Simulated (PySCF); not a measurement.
# Computed properties of N-ethyl-methylboronamidic acid (C3H10BNO), SMILES OB(C)NCC

N-ethyl-methylboronamidic acid (C₃H₁₀BNO), SMILES CCNB(C)O. Geometry optimised at B3LYP-D3(BJ)/def2-SVP. The values are those of a single conformer. All values are computed for the isolated molecule unless a solvent is named; none is compared with measurement here.

**Structure.** All 42 harmonic modes at B3LYP-D3(BJ)/def2-SVP (PySCF) are real, so it is a minimum. With heavy atoms numbered as in [CH3:1][CH2:2][NH:3][B:4]([CH3:5])[OH:6], the shortest bond between them is B4–O6 at 1.381 Å and the longest B4–C5 at 1.588 Å.

**Vibrations.** The strongest infrared lines (harmonic, unscaled, degenerate partners summed) lie at 1553 cm⁻¹ (315 km/mol, N 35 %, B 32 %, H 28 %), 1341 cm⁻¹ (121 km/mol, H 70 %, C 18 %, B 10 %), 588 cm⁻¹ (102 km/mol, H 89 %). The softest mode is at 46 cm⁻¹ and the zero-point energy is 87.4 kcal/mol.

**Electronic structure.** M06-2X/def2-TZVP (PySCF) places the frontier levels at -8.33 and 1.22 eV, a gap of 9.55 eV, and gives a dipole moment of 0.81 D and a mean polarisability of 63.1 bohr³. PBE/def2-TZVP (PySCF) at the same geometry gives -5.60 and -0.06 eV, so its gap is 4.01 eV narrower. An orbital gap is neither the optical nor the fundamental gap.

**Excitations.** TDA-PBE0/def2-SVPD (PySCF) has S1 at 6.11 eV (203 nm, f = 0.005, weak); the most intense of the 6 singlets computed lies at 7.35 eV (f = 0.05). T1 (TDA) is at 5.97 eV, 0.14 eV under S1. TDA-PBE/def2-SVPD (PySCF) puts S1 at 5.26 eV. No vertical singlet excitation falls in the visible range (under 3.1 eV).

**NMR.** GIAO shifts at HF/pcSseg-1 (PySCF) (non-relativistic, atoms alike by connectivity averaged): ¹³C from 3.9 to 35.3 ppm against TMS; ¹H from 0.4 to 3.3 ppm against TMS; ¹¹B at 21.1 ppm against BF3.
